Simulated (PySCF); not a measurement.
# Multinuclear NMR of C$_{3}$H$_{8}$F$_{2}$O$_{2}$Si$_{2}$

Structure with atom numbers: `[CH2:1]=[C:2]([O:3][SiH2:4][SiH3:5])[O:6][CH:7]([F:8])[F:9]`; H(Xn) means a hydrogen on atom n. Ha(C1) is cis to O3; Hb(C1) is trans to O3.

[PySCF 2.14: geometry: GFN2-xTB; shieldings: GIAO PBE0/pcSseg-1; equivalent nuclei averaged; a single conformation; in vacuum; non-relativistic Hamiltonian]

(1) Where does ¹⁹F resonate?

(2) What are the ²⁹Si shifts?

(3) What are the ¹⁷O shifts?

Results:

(1) 
| atoms | environment | σ (ppm) | δ (ppm) |
| --- | --- | --- | --- |
| F8/F9 | fluorine of a CF2 group | 270.9 | -83.8 |

Shieldings were converted by a linear fit to measured shifts: ¹⁹F: δ = 146.13 − 0.903σ +14.6 on sp3 carbon (rms 6.0 ppm, 223 shifts, 7.0 ppm with the 5 outliers that the fit left out vs CFCl3, solution or neat liquid). A few per cent of atoms miss by over 2 rms, more outside the fitted compound classes.

On a 300 MHz spectrometer ¹⁹F resonates near 282.3 MHz, so 1 ppm is 282.3 Hz.

(2) 
| atoms | environment | σ (ppm) | δ (ppm) |
| --- | --- | --- | --- |
| Si4 | silicon bonded to O, Si, 2 H | 369.9 | -24.1 |
| Si5 | silicon bonded to Si, 3 H | 464.8 | -102.1 |

Shieldings were converted by a linear fit to measured shifts: ²⁹Si (scatter 8.9 ppm rms, 25.8 ppm with the 6 outliers that the fit left out vs TMS, solution or neat liquid). A few per cent of atoms miss by over 2 rms, more outside the fitted compound classes.

On a 300 MHz spectrometer ²⁹Si resonates near 59.6 MHz, so 1 ppm is 59.6 Hz.

(3) 
| atoms | environment | σ (ppm) | δ (ppm) |
| --- | --- | --- | --- |
| O6 | ether oxygen | 141.5 | 137.8 |
| O3 | oxygen bonded to C, Si | 231.5 | 55.8 |

Shieldings were converted by a linear fit to measured shifts: ¹⁷O: δ = 266.70 − 0.911σ (rms 10.7 ppm, 155 shifts, 12.2 ppm with the 3 outliers that the fit left out vs liquid water, solution or neat liquid). Occasional misses reach two or three times the rms, and more in compound classes unlike the fitted ones.

On a 400 MHz spectrometer ¹⁷O resonates near 54.2 MHz, so 1 ppm is 54.2 Hz.
